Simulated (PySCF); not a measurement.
# Telling isomers of C₆H₁₂O₃ apart by NMR

Level of theory: coordinates at the GFN2-xTB level, σ from GIAO-PBE0/pcSseg-1, in PySCF 2.14 (a single conformation, gas phase, relativity neglected, rapidly exchanging positions averaged).

Shifts are taken against calculated references (same method and geometry level): TMS for 1H (σref 31.72) and 13C (σref 186.93). Where no couplings were computed, multiplicities follow the n + 1 count of equivalent neighbours, and m marks all less simple cases (inequivalent or close neighbours, rings, F or P nearby). Shifts are as computed. Against solution values, carbons near 30 ppm lie about +3 ppm off and those near 130 ppm about +5 ppm. Of 1211 compounds with measured shifts, 218 miss one by over three times the rms of a fit or turn the order of signals round; such compounds aren't used in these exercises.

(1) Tabulate the signals of `CCOC(=O)OC(C)C`, `CCOC(=O)CCOC` and their relative energies.

(2) What is the quickest way to tell CCOC(=O)OC(C)C from CCOC(=O)CCOC?

Answers

(1) 
```json
{"SMILES": "CCOC(=O)OC(C)C", "carbon types": "1×C 1×CH 1×CH2 3×CH3", "δC": "162.1, 71.7, 65.6, 24.4, 16.6", "δH": "5.43 (sept, 1H), 4.37 (q, 2H), 1.27 (t, 3H), 1.27 (d, 6H)", "E rel. (kcal/mol)": "0.0"}
{"SMILES": "CCOC(=O)CCOC", "carbon types": "1×C 3×CH2 2×CH3", "δC": "178.7, 74.2, 63.2, 58.0, 37.8, 16.8", "δH": "4.38 (q, 2H), 3.99 (t, 2H), 3.50 (s, 3H), 2.45 (t, 2H), 1.29 (t, 3H)", "E rel. (kcal/mol)": "20.8"}
```

Energies are electronic energies at PBE0/pcSseg-1 on these geometries, without zero-point or thermal terms, each for the one conformer computed, which needn't be the lowest.

(2) Count the carbon signals: 5 against 6. The first has an sp3 CH bonded to O at 71.7 ppm, the second a methyl carbon bonded to O (CH3) at 58.0 ppm. Their most deshielded carbons lie at 162.1 and 178.7 ppm. In the proton spectra the most deshielded non-exchanging signals are 5.43 (sept, 1H) and 4.38 (q, 2H).
